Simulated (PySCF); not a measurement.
C4H10As, doublet, geometry from GFN2-xTB. Base run: DF-PBE0/STO-3G (PySCF).

Here is a job for PySCF.
```python
from pyscf import gto, scf, dft

mol = gto.Mole()
mol.atom = '''
    C    -1.399717   -0.027747    1.369226
    C    -0.978123    0.129962    0.024300
    C    -1.152334    1.533561   -0.537339
    C    -1.490347   -0.936440   -0.932933
    As    1.185611   -0.162714    0.002913
    H    -1.398961    0.804908    2.049523
    H    -1.645751   -0.998490    1.760691
    H    -2.212011    1.761549   -0.654149
    H    -0.672564    1.622009   -1.513941
    H    -0.714363    2.272030    0.134124
    H    -1.009972   -0.843570   -1.908827
    H    -2.566866   -0.831521   -1.069455
    H    -1.289792   -1.932869   -0.539331
    H     1.395483    0.692692    1.218287
    H     1.112773   -1.373189    0.887416
'''
mol.basis = 'sto-3g'
mol.charge = 0
mol.spin = 1
mol.verbose = 4
mol.build()

mf = dft.UKS(mol)
mf.xc = 'pbe0'
mf = mf.density_fit(auxbasis='def2-universal-jkfit')
mf.kernel()
```

The base run was repeated with changes; each row names its change, and settings that it needs were set with it.

```json
[
 {"change": "base", "basis functions": "48", "E (Eh)": "-2366.69193", "HOMO (eV)": "-2.96", "dipole (D)": "0.63", "core-seconds (rough)": "10"},
 {"change": "basis = 3-21G", "basis functions": "78", "E (Eh)": "-2382.15233", "HOMO (eV)": "-4.90", "dipole (D)": "0.94", "core-seconds (rough)": "10"},
 {"change": "basis = pcseg-0", "basis functions": "78", "E (Eh)": "-2390.63047", "HOMO (eV)": "-5.22", "dipole (D)": "0.95", "core-seconds (rough)": "20"},
 {"change": "basis = 6-31G", "basis functions": "83", "E (Eh)": "-2393.37235", "HOMO (eV)": "-5.00", "dipole (D)": "1.16", "core-seconds (rough)": "10"},
 {"change": "basis = 6-31G*", "basis functions": "108", "E (Eh)": "-2393.48237", "HOMO (eV)": "-4.98", "dipole (D)": "1.11", "core-seconds (rough)": "20"},
 {"change": "basis = cc-pVDZ", "basis functions": "133", "E (Eh)": "(withheld)", "HOMO (eV)": "(withheld)", "dipole (D)": "0.82", "core-seconds (rough)": "30"},
 {"change": "basis = pc-1", "basis functions": "133", "E (Eh)": "(withheld)", "HOMO (eV)": "-5.19", "dipole (D)": "(withheld)", "core-seconds (rough)": "20"},
 {"change": "basis = pcseg-1", "basis functions": "133", "E (Eh)": "(withheld)", "HOMO (eV)": "(withheld)", "dipole (D)": "0.81", "core-seconds (rough)": "20"},
 {"change": "basis = def2-SVP", "basis functions": "138", "E (Eh)": "-2393.39030", "HOMO (eV)": "-5.12", "dipole (D)": "0.78", "core-seconds (rough)": "30"},
 {"change": "basis = 6-311G**", "basis functions": "176", "E (Eh)": "-2393.78106", "HOMO (eV)": "-5.15", "dipole (D)": "0.91", "core-seconds (rough)": "30"},
 {"change": "basis = aug-pcseg-1", "basis functions": "218", "E (Eh)": "(withheld)", "HOMO (eV)": "(withheld)", "dipole (D)": "0.82", "core-seconds (rough)": "40"},
 {"change": "basis = aug-cc-pVDZ", "basis functions": "218", "E (Eh)": "-2393.76719", "HOMO (eV)": "-5.19", "dipole (D)": "0.81", "core-seconds (rough)": "60"},
 {"change": "basis = def2-TZVP", "basis functions": "232", "E (Eh)": "-2393.83483", "HOMO (eV)": "-5.17", "dipole (D)": "0.75", "core-seconds (rough)": "40"}
]
```

**Question.** Complete the blanks.

**Answer.** 
- basis = cc-pVDZ, E (Eh): -2393.75531
- basis = cc-pVDZ, HOMO (eV): -5.07
- basis = pc-1, E (Eh): -2393.66821
- basis = pc-1, dipole (D): 0.80
- basis = pcseg-1, E (Eh): -2393.49134
- basis = pcseg-1, HOMO (eV): -5.20
- basis = aug-pcseg-1, E (Eh): -2393.49982
- basis = aug-pcseg-1, HOMO (eV): -5.21

Totals compare only among sets that treat the same electrons; sets with core potentials leave the core out.

Open shells are given as the SCF converged; they aren't shown to be the lowest states, and a large step between rows can be another state.
